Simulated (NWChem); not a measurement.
HTeCl; SMILES Cl[TeH]

Program: NWChem. All runs use the structure optimised with PBE0/def2-SVP. Not confirmed as a minimum by frequencies. def2 effective core potentials on Te; no spin-orbit coupling. Ions are spin-unrestricted doublets at the neutral geometry; other ion states weren't tried.

Task: Estimate the computed values for PBE/def2-SVP. Quantities: vertical ionisation energy, ΔSCF (eV); −ε(HOMO) (eV).

Result: 
```json
{
 "vertical ionisation energy, ΔSCF (eV)": "8.69",
 "−ε(HOMO) (eV)": "5.36"
}
```
